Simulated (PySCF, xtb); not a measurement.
Be(NH2)(NMe2) (C₂H₈BeN₂), SMILES C[N](C)[Be][NH2]. The values are those of a single conformer.

Harmonic wavenumbers (cm⁻¹) from GFN2-xTB (xtb) at its own minimum, in rising order: 79, 142, 199, 215, 228, 295, 326, 359, 523, 537, 565, 992, 1057, 1096, 1137, 1180, 1184, 1370, 1415, 1429, 1487, 1494, 1506, 1517, 1585, 2847, 2848, 2879, 2890, 3025, 3027, 3510, 3512.

**Question.** What does PBE0-D3(BJ)/def2-SVP run with PySCF 2.14.0 give at its own minimum? (An estimate is asked for; the answer gives what the named calculation found.)

**Answer.** 122, 155, 243, 261, 301, 351, 359, 428, 486, 611, 690, 1017, 1090, 1108, 1169, 1241, 1256, 1429, 1447, 1453, 1455, 1471, 1480, 1525, 1589, 2971, 2978, 3024, 3034, 3121, 3122, 3623, 3704. Paired by order, the mean absolute difference is 63 cm⁻¹ and the zero-point energies are 66.4 and 69.1 kcal/mol.
